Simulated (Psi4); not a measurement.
F4Se (SMILES F[Se](F)(F)F), singlet, at a GFN2-xTB geometry; TPSS/pcseg-1 run with Psi4 1.11.

Psi4 was given this input:
```
memory 2 GB

molecule {
0 1
  Se   -0.00203224    0.00254110    0.35944284
  F     0.96817789    1.31904607   -0.34335275
  F     1.32333862   -0.96859697   -0.32517209
  F    -0.96433922   -1.32384594   -0.33559484
  F    -1.31949995    0.96379711   -0.35377550
}

set basis pcseg-1

energy('tpss')
print_variables()
```

Output, abridged:

```
   => Loading Basis Set <=

    Name: PCSEG-1
    Role: ORBITAL
    Keyword: BASIS

         ---------------------------------------------------------
                                   SCF
               by Justin Turney, Rob Parrish, Andy Simmonett
                          and Daniel G. A. Smith
                              RKS Reference
         ---------------------------------------------------------

  ==> Geometry <==

    Molecular point group: c2v
    Full point group: C1h

    Geometry (in Angstrom), charge = 0, multiplicity = 1:

       Center              X                  Y                   Z               Mass
    ------------   -----------------  -----------------  -----------------  -----------------
         SE           0.000000000000    -0.000000000000     0.340679432754    79.916521800000
         F           -1.157559972580    -1.157559974890    -0.358265837941    18.998403162730
         F           -1.157559972580     1.157559974890    -0.358265837941    18.998403162730
         F            1.157559972580     1.157559974890    -0.358265837941    18.998403162730
         F            1.157559972580    -1.157559974890    -0.358265837941    18.998403162730

  Running in c2v symmetry.

  Rotational constants: A =      0.13948  B =      0.13948  C =      0.08278 [cm^-1]
  Rotational constants: A =   4181.63857  B =   4181.63856  C =   2481.55046 [MHz]
  Nuclear repulsion =  464.124423044543050

  Charge       = 0
  Multiplicity = 1
  Electrons    = 70
  Nalpha       = 35
  Nbeta        = 35

  ==> Algorithm <==

  SCF Algorithm Type is DF.
  DIIS enabled.
  MOM disabled.
  Fractional occupation disabled.
  Guess Type is SAD.
  Energy threshold   = 1.00e-06
  Density threshold  = 1.00e-06
  Integral threshold = 1.00e-12

  ==> Primary Basis <==

  Basis Set: PCSEG-1
    Blend: PCSEG-1
    Number of shells: 35
    Number of basis functions: 83
    Number of Cartesian functions: 89
    Spherical Harmonics?: true
    Max angular momentum: 2

  ==> DFT Potential <==

   => LibXC <=

    Version 7.1.2
    S. Lehtola, C. Steigemann, M. J. T. Oliveira, and M. A. L. Marques,  SoftwareX 7, 1–5 (2018) (10.1016/j.softx.2017.11.002)

   => Composite Functional: TPSS <=

    TPSS Meta-GGA XC Functional

    J. Tao, et al., Phys. Rev. Lett., 91, 146401, 2003

    Deriv               =              1
    GGA                 =           TRUE
    Meta                =           TRUE

    Exchange Hybrid     =          FALSE
    MP2 Hybrid          =          FALSE

   => Exchange Functionals <=

    1.0000   XC_MGGA_X_TPSS

   => Correlation Functionals <=

    1.0000   XC_MGGA_C_TPSS

   => LibXC Density Thresholds  <==

    XC_MGGA_C_TPSS:  1.00E-15
    XC_MGGA_X_TPSS:  1.00E-15

   => Molecular Quadrature <=

    Radial Scheme          =       TREUTLER
    Pruning Scheme         =           NONE
    Nuclear Scheme         =       TREUTLER

    Blocking Scheme        =         OCTREE
    BS radius alpha        =              1
    Pruning alpha          =              1
    Radial Points          =             75
    Spherical Points       =            302
    Total Points           =         107659
    Total Blocks           =            869
    Max Points             =            256
    Max Functions          =             80
    Weights Tolerance      =       1.00E-15

   => Loading Basis Set <=

    Name: (PCSEG-1 AUX)
    Role: JKFIT
    Keyword: DF_BASIS_SCF

  ==> Integral Setup <==

  SCF_SUBTYPE=INCORE selected. In-core MEM_DF algorithm will be used.
  Using in-core AOs.

  ==> MemDFJK: Density-Fitted J/K Matrices <==

    J tasked:                   Yes
    K tasked:                    No
    wK tasked:                   No
    Algorithm:                 Core
    Schwarz Cutoff:           1E-12
    Mask sparsity (%):       1.8000
    Fitting Condition:        1E-10

   => Auxiliary Basis Set <=

  Basis Set: (PCSEG-1 AUX)
    Blend: DEF2-UNIVERSAL-JKFIT
    Number of shells: 160
    Number of basis functions: 574
    Number of Cartesian functions: 743
    Spherical Harmonics?: true
    Max angular momentum: 5

  Minimum eigenvalue in the overlap matrix is 3.1489270237E-02.
  Reciprocal condition number of the overlap matrix is 1.0292890232E-02.
    Using symmetric orthogonalization.

  ==> Pre-Iterations <==

  SCF Guess: Superposition of Atomic Densities via on-the-fly atomic UHF (no occupation information).

   -------------------------
    Irrep   Nso     Nmo
   -------------------------
     A1        27      27
     A2        16      16
     B1        20      20
     B2        20      20
   -------------------------
    Total      83      83
   -------------------------

  ==> Iterations <==

                           Total Energy        Delta E     RMS |[F,P]|

   @DF-RKS iter SAD: -2797.94119379220047   -2.79794e+03   0.00000e+00
   @DF-RKS iter   1: -2800.26116127919295   -2.31997e+00   2.08620e-02 ADIIS/DIIS
   @DF-RKS iter   2: -2800.14168090962812    1.19480e-01   2.37942e-02 ADIIS/DIIS
   @DF-RKS iter   3: -2800.41742085230499   -2.75740e-01   9.12990e-03 ADIIS/DIIS
   @DF-RKS iter   4: -2800.47218855566553   -5.47677e-02   1.74436e-03 ADIIS/DIIS
   @DF-RKS iter   5: -2800.47464172471291   -2.45317e-03   1.41388e-04 ADIIS/DIIS
   @DF-RKS iter   6: -2800.47465601864997   -1.42939e-05   1.83317e-05 DIIS
   @DF-RKS iter   7: -2800.47465635576327   -3.37113e-07   3.51599e-06 DIIS
   @DF-RKS iter   8: -2800.47465636738707   -1.16238e-08   5.64438e-07 DIIS
  Energy and wave function converged.

  ==> Post-Iterations <==

   Electrons on quadrature grid:
      Ntotal   =   70.0001224179 ; deviation = 1.224e-04

    Orbital Energies [Eh]
    ---------------------

    Doubly Occupied:

       1A1  -452.906805     2A1   -57.686225     1B1   -51.792230
       1B2   -51.792230     3A1   -51.790336     2B1   -24.432531
       2B2   -24.432531     4A1   -24.432527     1A2   -24.432511
       5A1    -7.813284     3B2    -5.794907     3B1    -5.794907
       6A1    -5.787423     2A2    -2.202313     7A1    -2.201202
       4B2    -2.196324     4B1    -2.196324     8A1    -2.194154
       9A1    -1.191691     5B2    -1.140526     5B1    -1.140526
       3A2    -1.107824    10A1    -0.731087     6B2    -0.526356
       6B1    -0.526356    11A1    -0.485290    12A1    -0.439861
       4A2    -0.416077     7B2    -0.403344     7B1    -0.403344
       8B2    -0.372795     8B1    -0.372795     5A2    -0.370519
      13A1    -0.353505     6A2    -0.342396

    Virtual:

      14A1    -0.134113     9B1    -0.090048     9B2    -0.090048
      15A1     0.221391    16A1     0.346379    17A1     0.355498
      10B2     0.365372    10B1     0.365372    18A1     0.427770
      11B1     0.480882    11B2     0.480882     7A2     0.546560
      19A1     0.870226    12B2     0.938599    12B1     0.938599
      20A1     1.019656     8A2     1.025453    13B2     1.040011
      13B1     1.040011    21A1     1.059677     9A2     1.106371
      14B2     1.153630    14B1     1.153630    10A2     1.226740
      11A2     1.853476    15B2     1.923996    15B1     1.923996
      22A1     1.954818    12A2     2.331924    16B2     2.356374
      16B1     2.356374    23A1     2.356559    13A2     2.361363
      24A1     2.378221    17B2     2.379315    17B1     2.379315
      14A2     2.395890    18B2     2.406426    18B1     2.406426
      15A2     2.422304    19B2     2.440495    19B1     2.440495
      25A1     2.513392    26A1     2.579766    27A1     2.617566
      16A2     2.709032    20B1     2.778315    20B2     2.778315

    Final Occupation by Irrep:
             A1    A2    B1    B2
    DOCC [    13,    6,    8,    8 ]
    NA   [    13,    6,    8,    8 ]
    NB   [    13,    6,    8,    8 ]

  @DF-RKS Final Energy: -2800.47465636738707

   => Energetics <=

    Nuclear Repulsion Energy =            464.1244230445430503
    One-Electron Energy =               -4821.2584824866016788
    Two-Electron Energy =                1685.5935646796731362
    DFT Exchange-Correlation Energy =    -128.9341616050016626
    Empirical Dispersion Energy =           0.0000000000000000
    VV10 Nonlocal Energy =                  0.0000000000000000
    Total Energy =                      -2800.4746563673870696

Computation Completed

Properties will be evaluated at   0.000000,   0.000000,   0.000000 [a0]

Properties computed using the SCF density matrix

 Multipole Moments:

 ------------------------------------------------------------------------------------
     Multipole            Electronic (a.u.)      Nuclear  (a.u.)        Total (a.u.)
 ------------------------------------------------------------------------------------

 L = 1.  Multiply by 2.5417464519 to convert [e a0] to [Debye]
 Dipole X            :          0.0000000            0.0000000            0.0000000
 Dipole Y            :          0.0000000            0.0000000            0.0000000
 Dipole Z            :          3.4929639           -2.4839873            1.0089766
 Magnitude           :                                                    1.0089766

 ------------------------------------------------------------------------------------

  Variable Map:
  ----------------------------------------------------------------------------
  "CURRENT ENERGY"              =>   -2800.474656367387
  "CURRENT REFERENCE ENERGY"    =>   -2800.474656367387
  "DD SOLVATION ENERGY"         =>       0.000000000000
  "DFT FUNCTIONAL TOTAL ENERGY" =>   -2800.474656367387
  "DFT TOTAL ENERGY"            =>   -2800.474656367387
  "DFT VV10 ENERGY"             =>       0.000000000000
  "DFT XC ENERGY"               =>    -128.934161605002
  "GRID ELECTRONS ALPHA"        =>      35.000061208959
  "GRID ELECTRONS BETA"         =>      35.000061208959
  "GRID ELECTRONS TOTAL"        =>      70.000122417919
  "NUCLEAR REPULSION ENERGY"    =>     464.124423044543
  "ONE-ELECTRON ENERGY"         =>   -4821.258482486602
  "PCM POLARIZATION ENERGY"     =>       0.000000000000
  "PE ENERGY"                   =>       0.000000000000
  "SCF ITERATION ENERGY"        =>   -2800.474656367387
  "SCF ITERATIONS"              =>       8.000000000000
  "SCF TOTAL ENERGY"            =>   -2800.474656367387
  "TWO-ELECTRON ENERGY"         =>    1685.593564679673
  "XC GRID RADIAL POINTS"       =>      75.000000000000
  "XC GRID SPHERICAL POINTS"    =>     302.000000000000
  "XC GRID TOTAL POINTS"        =>  107659.000000000000

  Array Variable Map:
  ----------------------------------------------------------------------------
  "CURRENT DIPOLE"              =>       0.000000000000 ... 1.008976610988 1 by 3
  "SCF DIPOLE"                  =>       0.000000000000 ... 1.008976610988 1 by 3
  "SCF TOTAL ENERGIES"          =>   -2797.941193792200 ... -2800.474656367387 1 by 9
```
